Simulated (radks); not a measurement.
Results of a calculation; reference values are marked as such.
Task: The table gives one normalised radial function P(r) = r R(r) of Cr+ in [Ar] 3d4 4p1 (r in bohr). Level of theory: scalar-relativistic Kohn-Sham, LDA (Slater exchange, Perdew-Wang correlation), spin-unpolarised, spherical densities, finite nucleus; Fermi nuclear charge, rms radius 3.6452 fm (a radial shooting solver on a logarithmic mesh with Libxc functionals).

r,P
0.003153,0.2109
0.003641,0.2401
0.004171,0.2709
0.004779,0.3051
0.005475,0.3428
0.006273,0.3842
0.007187,0.4293
0.008234,0.4780
0.009433,0.5300
0.01089,0.5883
0.01248,0.6456
0.0143,0.7037
0.01638,0.7613
0.01877,0.8162
0.0215,0.8655
0.02464,0.9060
0.02823,0.9334
0.0326,0.9426
0.03735,0.9270
0.04279,0.8816
0.04902,0.8004
0.05616,0.6781
0.06434,0.5107
0.07372,0.2962
0.08446,0.0363
0.09754,-0.2815
0.1117,-0.6098
0.128,-0.9476
0.1467,-1.2725
0.168,-1.5581
0.1925,-1.7780
0.2206,-1.9088
0.2527,-1.9352
0.2919,-1.8455
0.3344,-1.6611
0.3831,-1.4048
0.4389,-1.1108
0.5028,-0.8163
0.5761,-0.5534
0.66,-0.3431
0.7562,-0.1925
0.8733,-0.0924
1,-0.0406
1.146,-0.0155
1.313,-0.0051
1.505,-0.0014
1.724,-0.0003
1.975,-0.0001
2.263,0.0000
2.613,0.0000
2.994,0.0000
3.43,0.0000
3.929,0.0000
4.502,0.0000
5.158,0.0000
5.909,0.0000
6.77,0.0000
7.819,0.0000
8.958,0.0000
10.26,0.0000
11.76,0.0000

Which n and l does it have? It may be an empty orbital.

Result: n = 2, l = 0: the number of nodes gives n - l - 1 = 1, the rise at small r (about r^(l+1)) gives l, and the extent must fit the shell. The curve is that of 2s. 2s: eigenvalue -679.12 eV, 1 radial node at r = 0.0859 bohr, <r> = 0.294 bohr, 90 % of the charge inside 0.456 bohr.
